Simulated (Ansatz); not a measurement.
Ansatz (an electronic-structure program) input (r2SCAN0/def2-TZVPD):

Ansatz 0.2 input:
```yaml
crystal:
  periodic: [false, false, false]
  atoms:
    - {symbol: Al, position_ang: [0.94667955, -0.76101711, -0.72915767]}
    - {symbol: O, position_ang: [2.13011332, 0.02149226, -1.54771007]}
    - {symbol: Br, position_ang: [-0.83850687, 0.27775098, 0.62459230]}
basis:
  gaussian:
    orbitals: def2-TZVPD
hamiltonian:
  xc: {name: r2SCAN0}
total_charge: -1
magnetization: {spin_polarized: true, initial_magnetization: 1}
output: {forces: true}
```

End of the output:

```
integrals: 0.07 GiB planned
950 factors; their error is unknown
mean field: 0.83 GiB planned
mean field evaluation 1: about -78688.5599 eV, gradient 2.5e1 eV
mean field evaluation 2: about -78640.8670 eV, gradient 1.0e2 eV
mean field evaluation 4: about -78691.3967 eV, gradient 4.0e0 eV
mean field evaluation 8: about -78691.4491 eV, gradient 1.1e-1 eV
mean field evaluation 16: about -78691.7854 eV, gradient 8.4e-4 eV
mean field -78691.78536654 eV, -2891.8697730124 hartree, gradient 2.7e-5 eV, S^2 0.758287; 0 other end points of the search recorded, 0 dependent functions left out
the calculation of the forces begins
reference -78691.78539062 eV, -2891.8697738972 hartree; 29, 28 occupied and 111, 112 virtual orbitals, 950 factors
Total energy: -78691.78539062 eV, -2891.8697738972 hartree
Atom 0 at     0.946680    -0.761017    -0.729158 Å, force     0.144505     0.402065    -0.083517 eV/Å
Atom 1 at     2.130113     0.021492    -1.547710 Å, force    -0.375043    -0.259973     0.258765 eV/Å
Atom 2 at    -0.838507     0.277751     0.624592 Å, force     0.230538    -0.142092    -0.175248 eV/Å
Dipole moment:    -1.048727    -0.038716     0.760482 e Å
```
